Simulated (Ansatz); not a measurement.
`S[CH2][GeH2][Cl]` → `[Cl][GeH]` + CH₃SH at 700 K and 1 bar (germylene formation by 1,1-elimination).

Computed with Ansatz on PBE0-D4/def2-TZVP structures; ΔE is electronic, products minus reactants. CBS: MP2 limit from def2 TZ/QZ plus the TZ coupled-cluster correction, frozen cores. This one scheme is used for every species. For Ge outer-core shells are correlated without core-valence functions, which leaves a few kJ/mol of doubt a bond. Scalar relativity is left out up to krypton. Each species was taken in one conformer, which may not be the lowest.

```tsv
species	CCSD(T)/CBS energy (Eh)	H − E (kJ/mol)	S (J/(mol·K))
`S[CH2][GeH2][Cl]`	-2974.76393	214.1	457.2
`[Cl][GeH]`	-2536.49422	48.2	304.3
CH₃SH	-438.22835	160.2	309.0
```

H − E and S are ideal-gas, rigid-rotor, harmonic terms from PBE0-D4/def2-TZVP, for one conformer and one mirror image of each species. 1 Eh = 2625.50 kJ/mol, R = 8.31446 J/(mol·K).

Q: By hand: ΔE, ΔH, ΔS and ΔG.

A: ΔE = (-2536.49422) + (-438.22835) − (-2974.76393) = 0.04136 Eh = 108.6 kJ/mol. Δ(H − E) = 48.2 + 160.2 − 214.1 = -5.7, so ΔH = 102.9 kJ/mol. ΔS = 304.3 + 309.0 − 457.2 = 156.1 J/(mol·K). ΔG = 102.9 − 700 × (156.1)/1000 = -6.4 kJ/mol.

Q: By hand: the equilibrium constant, and the temperature at which ΔG would vanish if ΔH and ΔS stayed fixed.

A: log₁₀ K = −ΔG/(RT ln 10) = 0.5. ΔG = 0 at ΔH/ΔS = 659 K.

The number of gas molecules changes by +1, which sets the sign of ΔS. A doubt of 5 kJ/mol in ΔE shifts log₁₀ K by 0.4 here. Other conformers and mirror images would add mixing entropy, several J/(mol·K) or more a flexible species. These are equilibria of isolated gas molecules and say nothing of rates. Largest T1 diagnostic: 0.013 (customary marks: 0.02 for closed shells, 0.045 for open ones).
